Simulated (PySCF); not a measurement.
Compound: C8H10P2.
Atom-mapped SMILES: `[CH3:1][c:2]1[p:3][cH:4][cH:5][p:6][c:7]1[CH:8]1[CH2:9][CH2:10]1` (hydrogens: H11, H12, H13 on C1; H14 on C4; H15 on C5; H16 on C8; H17, H18 on C9; H19, H20 on C10)

All values: PBE0/pcSseg-1 (PySCF, non-relativistic), on one gas-phase PBE0-D3(BJ)/def2-SVP geometry that isn't relaxed in the solvent. The solvent is an IEF-PCM continuum (cavity from Bondi-type radii × 1.2). Only the electrostatic response of the medium enters.

Gas phase at PBE0/pcSseg-1: HOMO -6.80 eV, LUMO -2.16 eV, dipole 1.20 D.

Question: What does the continuum do to the energy, the frontier levels and the dipole at PBE0/pcSseg-1 in acetone and water?

Answer: 
| solvent | ε | E(solvent) − E(gas) (kcal/mol) | polarisation term (kcal/mol) | distortion of the solute (kcal/mol) | HOMO (eV) | LUMO (eV) | dipole (D) |
| --- | --- | --- | --- | --- | --- | --- | --- |
| acetone | 20.49 | -3.35 | -3.83 | 0.48 | -6.85 | -2.24 | 1.63 |
| water | 78.36 | -3.57 | -4.12 | 0.55 | -6.86 | -2.25 | 1.66 |

The first energy column is the sum of the next two and covers electrostatics alone. From acetone to water the lowering changes by a factor 1.07, Onsager's factor (ε − 1)/(2ε + 1) by 1.06 and ε itself by 3.8.

Question: Which radius a makes the point-dipole formula ΔE = −[(ε − 1)/(2ε + 1)]·μ²/a³ give the value in water, with the gas-phase dipole?

Answer: μ = 0.472 au and |ΔE| = 0.00569 Eh give a = 1.42 Å; the farthest nucleus lies 4.35 Å from the centroid of the nuclei, so such a sphere wouldn't even hold the nuclei. The formula assumes a rigid point dipole at the centre of a sphere.

Question: Which ESP-fitted charges (PBE0/pcSseg-1) respond most in acetone (means over atoms taken as equivalent)?

Answer: 
| atoms | environment | gas (e) | solvent (e) | change |
| --- | --- | --- | --- | --- |
| P3 | phosphorus bonded to 2 C | -0.189 | -0.231 | -0.042 |
| P6 | phosphorus bonded to 2 C | -0.130 | -0.171 | -0.041 |
| H16 | methine hydrogen | +0.122 | +0.138 | +0.016 |
| C9/C10 | three-membered-ring carbon | -0.271 | -0.285 | -0.014 |
| H14 | aromatic hydrogen | +0.135 | +0.149 | +0.014 |
| H15 | aromatic hydrogen | +0.139 | +0.152 | +0.013 |

Hardware: Arm Neoverse N1, one thread, shared host with 64 logical CPUs at a one-minute load of 57. Cost: 84 s wall, 1.3 GiB resident at most. This is the whole shielding run at PBE0/pcSseg-1 in water, SCF included.

Shape of the structure used: `[CH3:1][c:2]1[p:3][cH:4][cH:5][p:6][c:7]1[CH:8]1[CH2:9][CH2:10]1`: P6–C7–C8–C9 -97°.
